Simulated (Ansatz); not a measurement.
CH5FSiSn (`F[CH]1[SiH2][SnH2]1`), relaxed with RKS PBE0-D4/def2-TZVP in the Gaussian-basis code of Ansatz from a PBE-D4/def2-SVP geometry. The force threshold is 0.005 eV/Å; the program also tests the step.

Total charge 0; spin multiplicity 1. Sn: def2 effective core potential.

Start:

```xyz
9

F     1.466    1.179   -1.233
C     0.460    0.920   -0.335
Si   -1.051   -0.163   -0.800
Sn    0.396   -0.755    1.193
H     0.183    1.839    0.234
H    -2.437    0.415   -0.944
H    -0.722   -1.104   -1.923
H     0.252   -0.234    2.829
H     1.454   -2.097    0.979
```

```json
{"step": "1", "energy (eV)": "-17537.1616", "largest force (eV/Å)": "0.632", "largest move (Å)": "0.000"}
{"step": "2", "energy (eV)": "-17537.1980", "largest force (eV/Å)": "0.287", "largest move (Å)": "0.083"}
{"step": "3", "energy (eV)": "-17537.2070", "largest force (eV/Å)": "0.105", "largest move (Å)": "0.026"}
{"step": "4", "energy (eV)": "-17537.2074", "largest force (eV/Å)": "0.034", "largest move (Å)": "0.007"}
{"step": "5 (rejected)", "energy (eV)": "-17537.2073", "largest force (eV/Å)": "0.025", "largest move (Å)": "0.015"}
{"step": "6", "energy (eV)": "-17537.2075", "largest force (eV/Å)": "0.005", "largest move (Å)": "0.005"}
```

End:

```xyz
9

F     1.458    1.171   -1.206
C     0.448    0.894   -0.320
Si   -1.042   -0.165   -0.796
Sn    0.382   -0.756    1.167
H     0.180    1.797    0.238
H    -2.405    0.416   -0.920
H    -0.723   -1.085   -1.914
H     0.253   -0.207    2.769
H     1.448   -2.064    0.982
```

It took 17 s on 4 threads of an Arm Neoverse V2 on a shared host, with 0.46 GiB of host memory at the peak.
